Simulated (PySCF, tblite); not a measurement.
Calculations on `C1C(I)CCC1`, in the order of a workflow; each names the level of the geometry that it ran on. Settings lines and outputs come from a driver script.

Compound: C5H9I.
Bonds: I1–C2, C2–C3, C3–C4, C4–C5, C5–C6, C2–C6. Hydrogens: H7 on C2; H8, H9 on C3; H10, H11 on C4; H12, H13 on C5; H14, H15 on C6.

Step 1: GFN2-xTB geometry optimisation, gas phase (tblite 0.8.0) (from a force-field or distance-geometry start)
```json
{"job": {"kind": "relax", "xc": "GFN2-xTB", "basis": "xTB"}, "charge": 0, "multiplicity": 1}
```
```
step      E/eV     max force
  0    -520.23268    1.352
  1    -520.27362    0.537
  2    -520.28143    0.218
...
 26    -520.30460    0.017
 27    -520.30465    0.017
 28    -520.30469    0.018
 29    -520.30472    0.014
 30    -520.30474    0.009
```

Energy lowered by 1.7 kcal/mol over 30 steps; largest atomic force 0.009 eV/Å at the end. «max force» is the largest atomic force in eV/Å.

On one thread, Intel Xeon 6975P-C (x86_64), no GPU, shared host with 192 logical CPUs at a one-minute load of 40, this took 0.12 s.

Step 2: GFN2-xTB harmonic vibrations, gas phase (tblite 0.8.0) (on the GFN2-xTB geometry)
```json
{"job": {"kind": "ir", "xc": "GFN2-xTB", "basis": "xTB"}, "charge": 0, "multiplicity": 1}
```
```
(table of modes left out)
```

39 modes from 80 to 3020 cm⁻¹ (unscaled, harmonic); zero-point energy 81.1 kcal/mol; all wavenumbers are real at this level.

Time: 0.29 s wall. Hardware: Intel Xeon 6975P-C, one thread, shared host.

Step 3: PBE0-D3(BJ)/def2-SVP geometry optimisation, gas phase, def2 core potentials past Kr (PySCF 2.14.0) (from the GFN2-xTB geometry)
```json
{"job": {"xc": "PBE0", "basis": "def2-SVP", "d3": "d3bj", "grid": 1, "maxiter": 30, "shake": 0.01, "kind": "geom"}, "charge": 0, "multiplicity": 1}
```
```
step   0  E = -493.29876241  max force = 0.040333
step   1  E = -493.30526200  max force = 0.005557
step   2  E = -493.30543920  max force = 0.001024
step   3  E = -493.30544456  max force = 0.000177
optimisation converged
```

Final energy -493.30544 Eh after 3 steps; dipole 2.22 D. Energies in Eh; «max force» is the largest Cartesian gradient component in Eh/bohr.

The run took 44 s of wall time on an Arm Neoverse V1 with one thread, on a shared host, and the process peaked at 0.64 GiB of memory.

Final geometry (PBE0-D3(BJ)/def2-SVP):
```
atom  x, y, z in Å
I1    -1.5264    2.0933    1.1945
C2    -0.7129    0.8706   -0.4318
C3    -0.8768   -0.6085   -0.1266
C4     0.2774   -0.9417    0.8291
C5     1.3656    0.1257    0.5615
C6     0.7938    1.0406   -0.5311
H7    -1.2726    1.2234   -1.3064
H8    -1.8694   -0.8770    0.2599
H9    -0.7482   -1.1443   -1.0846
H10   -0.0673   -0.8833    1.8722
H11    0.6439   -1.9668    0.6740
H12    1.5658    0.7059    1.4744
H13    2.3239   -0.3169    0.2530
H14    1.0877    0.6741   -1.5315
H15    1.1295    2.0843   -0.4613
```

 (This holds for the electronic-property runs.)

One conformer stands for the species.
